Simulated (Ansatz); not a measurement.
The cluster Sn₄O₅. Charge 0, multiplicity 3. Geometry PBE-D4/def2-SVP, that of the neutral singlet; atoms count from 1.

```
atom   x (Å)   y (Å)   z (Å)
 Sn1  -1.014   1.825   0.317
 Sn2   0.932  -0.151   2.062
 Sn3  -1.031  -1.843   0.055
 Sn4   1.493   0.082  -1.235
  O5   1.093   1.357   0.546
  O6  -1.186  -0.086   1.284
  O7  -0.689  -0.622  -1.743
  O8  -0.678   0.866  -1.635
  O9   1.081  -1.429   0.347
```

In the def2 sets Sn takes a core potential; there is no spin–orbit coupling. The structure holds one bond between oxygen atoms, so isomers without such links may lie far lower. At PBE0-D4/def2-SVP a singlet of charge 0 lies 3.51 eV below the triplet at the same geometry. The structure comes from a short search, and lower isomers may exist.

Question: Estimate the Mulliken populations from the PBE0/def2-SVP orbitals of Ansatz.

Answer: 
```json
{"atom": "Sn1", "charge (e)": "0.71", "spin (α − β)": "0.18"}
{"atom": "Sn2", "charge (e)": "0.76", "spin (α − β)": "0.00"}
{"atom": "Sn3", "charge (e)": "0.71", "spin (α − β)": "0.18"}
{"atom": "Sn4", "charge (e)": "0.80", "spin (α − β)": "-0.06"}
{"atom": "O5", "charge (e)": "-0.75", "spin (α − β)": "0.04"}
{"atom": "O6", "charge (e)": "-0.76", "spin (α − β)": "0.01"}
{"atom": "O7", "charge (e)": "-0.37", "spin (α − β)": "0.81"}
{"atom": "O8", "charge (e)": "-0.37", "spin (α − β)": "0.80"}
{"atom": "O9", "charge (e)": "-0.75", "spin (α − β)": "0.03"}
```
Mulliken values and Mayer orders depend strongly on the basis.

Question: Where does the spin sit?

Answer: Summed by element: Sn 0.30, O 1.70, of 2 unpaired in all. Largest on single atoms: O7 0.81, O8 0.80, Sn3 0.18.

Question: And the Mayer bond orders between bonded heavy atoms (over 0.3)?

Answer: Sn1–O5 0.60 (2.17 Å); Sn1–O6 0.63 (2.15 Å); Sn1–O8 0.56 (2.20 Å); Sn2–O5 0.63 (2.14 Å); Sn2–O6 0.54 (2.26 Å); Sn2–O9 0.63 (2.14 Å); Sn3–O6 0.63 (2.15 Å); Sn3–O7 0.56 (2.20 Å); Sn3–O9 0.60 (2.17 Å); Sn4–O5 0.58 (2.23 Å); Sn4–O7 0.33 (2.35 Å); Sn4–O8 0.33 (2.34 Å); Sn4–O9 0.58 (2.23 Å); O7–O8 0.70 (1.49 Å).
